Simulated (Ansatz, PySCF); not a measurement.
This Ansatz (a program for electronic structure) input computes a PBE0/def2-TZVPD energy:

Ansatz 0.2 input:
```yaml
crystal:
  periodic: [false, false, false]
  atoms:
    - {symbol: Si, position_ang: [-0.00000000, -0.00000000, -1.07781535]}
    - {symbol: Cl, position_ang: [0.00000000, 0.00000000, 0.88761264]}
basis:
  gaussian:
    orbitals: def2-TZVPD
hamiltonian:
  xc: {name: PBE0}
total_charge: 1
output: {forces: true}
```

Q: Write an input for the same energy in PySCF and say what it gives.

A: 
```python
from pyscf import gto, scf, dft

mol = gto.M(
    atom='''
    Si   -0.00000000   -0.00000000   -1.07781535
    Cl    0.00000000    0.00000000    0.88761264
    ''',
    basis='def2-tzvpd',
    charge=1,
    spin=0,
    verbose=4,
)

mf = dft.RKS(mol, xc='pbe0').density_fit(auxbasis='def2-universal-jkfit')
mf.grids.level = 3
mf.conv_tol = 1e-9
mf.max_cycle = 100
mf.max_memory = 1500
mf.kernel()
if not mf.converged:
    mf = mf.newton()
    mf.kernel(mf.make_rdm1())
mf.analyze()
```
It gives -749.13816 Eh, and Ansatz -749.13813 Eh, a difference of 0.03 mEh, from the treatment of integrals and grids.
